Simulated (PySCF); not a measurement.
## Mayer bond orders and bond lengths

Species: C10H14.
Numbering: `[CH2:1]=[CH:2][C@@H:3]1[C@@H:4]2[CH2:5][C@H:6]1[C@@H:7]([CH:8]=[CH2:9])[CH2:10]2` (hydrogens: H11, H12 on C1; H13 on C2; H14 on C3; H15 on C4; H16, H17 on C5; H18 on C6; H19 on C7; H20 on C8; H21, H22 on C9; H23, H24 on C10)

Structure used (GFN2-xTB), in Å, numbered top down from 1:
```
atom  x, y, z in Å
C1    -3.262    0.112    0.753
C2    -2.461    1.028    0.240
C3    -0.974    0.970    0.171
C4    -0.386    0.790   -1.250
C5    -0.621   -0.713   -1.059
C6    -0.270   -0.382    0.399
C7     1.208    0.040    0.307
C8     2.162   -1.102    0.210
C9     3.202   -1.273    1.007
C10    1.115    0.903   -0.984
H11   -2.890   -0.802    1.185
H12   -4.331    0.240    0.768
H13   -2.882    1.936   -0.176
H14   -0.566    1.820    0.730
H15   -0.785    1.331   -2.104
H16    0.029   -1.393   -1.603
H17   -1.660   -1.003   -1.188
H18   -0.531   -1.041    1.222
H19    1.483    0.655    1.170
H20    1.962   -1.822   -0.572
H21    3.868   -2.113    0.907
H22    3.433   -0.575    1.796
H23    1.438    1.930   -0.817
H24    1.706    0.484   -1.798
```

Bond orders from the PBE0/pcSseg-1 density (PySCF). The structure is a single GFN2-xTB conformer in the gas phase; no vibrational or solvent corrections.

Question: How far do the computed orders between heavy atoms stray from the drawn ones?

Answer: The largest departure is 0.102, at C3–C4 (drawn single, 0.898).

Question: Give the Mayer order of every bond between heavy atoms, beside its length.

Answer: 
```tsv
bond	drawn as	length (Å)	Mayer order
C1–C2	double	1.320	1.991
C2–C3	single	1.490	1.055
C3–C4	single	1.549	0.898
C4–C5	single	1.533	0.938
C5–C6	single	1.536	0.936
C6–C7	single	1.540	0.986
C7–C8	single	1.492	1.004
C8–C9	double	1.320	1.993
C7–C10	single	1.556	0.953
C6–C3	single	1.542	0.920
C10–C4	single	1.528	1.018
```

By pair of heavy elements: C–C: lowest C3–C4 (0.898, 1.549 Å), highest C8–C9 and C1–C2 (1.993, 1.320 Å); in 4 of the 55 pairs the longer bond (by over 0.003 Å) has the higher order (by 0.02 or more). Bonds named together lie within 0.004.

Question: And the bonds to hydrogen?

Answer: C–H: 0.94 to 0.99 (14 bonds).

Question: Sum the orders of all bonds at each heavy atom with more than one neighbour and set the sums beside the valence in the SMILES.

Answer: C1 3.883 (drawn 4), C2 3.997 (drawn 4), C3 3.810 (drawn 4), C4 3.841 (drawn 4), C5 3.785 (drawn 4), C6 3.824 (drawn 4), C7 3.894 (drawn 4), C8 3.945 (drawn 4), C9 3.896 (drawn 4), C10 3.876 (drawn 4). Orders between atoms that aren't bonded are not in these sums.

Mayer orders depend on the basis set.
